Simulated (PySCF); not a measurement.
Cl, charge -1, singlet; HF/def2-SVP in PySCF.

Here is a job for PySCF.
```python
from pyscf import gto, scf

mol = gto.M(
    atom='''
Cl    0.000000    0.000000    0.000000
''',
    basis='def2-svp',
    charge=-1,
    spin=0,
    verbose=4,
)

mf = scf.RHF(mol)
mf.kernel()
mf.analyze()
```

The log (banner, timings and long lists left out):

```
PySCF version 2.14.0

[INPUT] verbose = 4
[INPUT] num. atoms = 1
[INPUT] num. electrons = 18
[INPUT] charge = -1
[INPUT] spin (= nelec alpha-beta = 2S) = 0
[INPUT] symmetry False subgroup None
[INPUT] Mole.unit = angstrom
[INPUT] Symbol           X                Y                Z      unit          X                Y                Z       unit  Magmom
[INPUT]  1 Cl     0.000000000000   0.000000000000   0.000000000000 AA    0.000000000000   0.000000000000   0.000000000000 Bohr   0.0

nuclear repulsion = 0
number of shells = 8
number of NR pGTOs = 36
number of NR cGTOs = 18
basis = def2-svp
ecp = {}

******** <class 'pyscf.scf.hf.RHF'> ********
method = RHF
initial guess = minao
damping factor = 0
level_shift factor = 0
DIIS = <class 'pyscf.scf.diis.CDIIS'>
diis_start_cycle = 1
diis_space = 8
diis_damp = 0
SCF conv_tol = 1e-09
SCF conv_tol_grad = None
SCF max_cycles = 50
direct_scf = True
direct_scf_tol = 1e-13
Set gradient conv threshold to 3.16228e-05
Initial guess from minao.
init E= -459.076232193589
  HOMO = -0.431645401001365  LUMO = 0.607176054526909  gap/eV = 28.26777
cycle= 1 E= -459.342328068275  delta_E= -0.266  |g|= 0.337  |ddm|= 0.445
  HOMO = -0.032245650726176  LUMO = 1.01902088282049  gap/eV = 28.60642
cycle= 2 E= -459.369625625788  delta_E= -0.0273  |g|= 0.0928  |ddm|= 0.597
  HOMO = -0.0852943290598731  LUMO = 0.978169887383538  gap/eV = 28.93834
cycle= 3 E= -459.371235393485  delta_E= -0.00161  |g|= 0.00382  |ddm|= 0.0965
  HOMO = -0.086937010525611  LUMO = 0.978059935064996  gap/eV = 28.98004
cycle= 4 E= -459.371240087486  delta_E= -4.69e-06  |g|= 0.000629  |ddm|= 0.0083
  HOMO = -0.0869454777332361  LUMO = 0.978190928494729  gap/eV = 28.98384
cycle= 5 E= -459.371240241682  delta_E= -1.54e-07  |g|= 4.1e-06  |ddm|= 0.00198
  HOMO = -0.0869468415881813  LUMO = 0.978193423367346  gap/eV = 28.98394
cycle= 6 E= -459.371240241688  delta_E= -6.03e-12  |g|= 1.73e-08  |ddm|= 1.24e-05
  HOMO = -0.08694682867512  LUMO = 0.978193403578949  gap/eV = 28.98394
Extra cycle  E= -459.371240241689  delta_E= -2.27e-13  |g|= 2.9e-09  |ddm|= 2.88e-08
converged SCF energy = -459.371240241689
**** SCF Summaries ****
Total Energy =                        -459.371240241688611
Nuclear Repulsion Energy =               0.000000000000000
One-electron Energy =                 -642.245736430925945
Two-electron Energy =                  182.874496189237362
Two-electron Coulomb Energy =          210.742664089406276
DFT Exchange-Correlation Energy =      -27.868167900168913
HOMO-LUMO gap [eV] =                    28.983942025297921
**** MO energy ****
MO #1   energy= -104.372924098766  occ= 2
MO #2   energy= -10.1328616742647  occ= 2
MO #3   energy= -7.60701654207946  occ= 2
MO #4   energy= -7.60701654207942  occ= 2
MO #5   energy= -7.6070165420794   occ= 2
MO #6   energy= -0.66069614020542  occ= 2
MO #7   energy= -0.0869468286751266 occ= 2
MO #8   energy= -0.0869468286751249 occ= 2
MO #9   energy= -0.08694682867512  occ= 2
MO #10  energy= 0.978193403578949  occ= 0
MO #11  energy= 1.43003413843102   occ= 0
MO #12  energy= 1.43003413843102   occ= 0
MO #13  energy= 1.43003413843102   occ= 0
MO #14  energy= 1.43003413843103   occ= 0
MO #15  energy= 1.43003413843103   occ= 0
MO #16  energy= 1.49410442983669   occ= 0
MO #17  energy= 1.4941044298367    occ= 0
 ** Mulliken pop on meta-lowdin orthogonal AOs  **
 ** Mulliken pop  **
pop of  0 Cl 1s           2.00000
pop of  0 Cl 2s           1.99999
pop of  0 Cl 3s           1.99507
pop of  0 Cl 4s           0.00494
pop of  0 Cl 2px          2.00000
pop of  0 Cl 2py          2.00000
pop of  0 Cl 2pz          2.00000
pop of  0 Cl 3px          1.99622
pop of  0 Cl 3py          1.99622
pop of  0 Cl 3pz          1.99622
pop of  0 Cl 4px          0.00378
pop of  0 Cl 4py          0.00378
pop of  0 Cl 4pz          0.00378
pop of  0 Cl 3dxy         0.00000
pop of  0 Cl 3dyz         0.00000
pop of  0 Cl 3dz^2        0.00000
pop of  0 Cl 3dxz         0.00000
pop of  0 Cl 3dx2-y2      0.00000
 ** Mulliken atomic charges  **
charge of    0Cl =     -1.00000

WARN: System has nonzero charge -1; the dipole moment is origin-dependent.
Location of origin: [0. 0. 0.]

Dipole moment(X, Y, Z, Debye): -0.00000, -0.00000, -0.00000
```
